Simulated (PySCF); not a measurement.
Computed properties of C4H12Ge, SMILES C[C](C)(C)[GeH3]

Ge(H)3(tBu) (C4H12Ge), SMILES C[C](C)(C)[GeH3]. Geometry optimised at B3LYP-D3(BJ)/def2-SVP. The isomer is the one that the SMILES or the coordinates give; other isomers of the formula were not compared. Other conformers were not sampled. All values are computed for the isolated molecule unless a solvent is named; none is compared with measurement here.

**Structure.** The optimised structure has C3v symmetry. All 45 harmonic modes at B3LYP-D3(BJ)/def2-SVP (PySCF) are real, so it is a minimum. With heavy atoms numbered as in [GeH3:1][C:2]([CH3:3])([CH3:4])[CH3:5], the shortest bond between them is C2–C5 at 1.535 Å and the longest Ge1–C2 at 1.995 Å.

**Vibrations.** The strongest infrared lines (harmonic, unscaled, degenerate partners summed) lie at 2115 cm⁻¹ (281 km/mol, H 98 %), 821 cm⁻¹ (124 km/mol, H 61 %, C 36 %), 2107 cm⁻¹ (91 km/mol, H 100 %). The softest mode is at 120 cm⁻¹ and the zero-point energy is 90.0 kcal/mol.

**Electronic structure.** HF/def2-TZVP (PySCF) places the frontier levels at -10.42 and 3.32 eV, a gap of 13.74 eV, and gives a dipole moment of 0.78 D and a mean polarisability of 77.4 bohr³. PBE/def2-TZVP (PySCF) at the same geometry gives -6.52 and -0.15 eV, so its gap is 7.37 eV narrower. An orbital gap is neither the optical nor the fundamental gap.

**Excitations.** TDA-B3LYP/def2-SVPD (PySCF) has S1 at 6.73 eV (184 nm, f = 0.043, weak); the most intense of the 6 singlets computed lies at 7.63 eV (f = 0.39). Strengths of degenerate partners are summed. T1 (TDA) is at 6.54 eV, 0.19 eV under S1. TDA-PBE/def2-SVPD (PySCF) puts S1 at 6.24 eV. No vertical singlet excitation falls in the visible range (under 3.1 eV).

**NMR.** GIAO shifts at PBE0/pcSseg-1 (PySCF) (non-relativistic, atoms alike by connectivity averaged): ¹³C from 26.6 to 32.2 ppm against TMS; ¹H from 1.4 to 4.1 ppm against TMS.
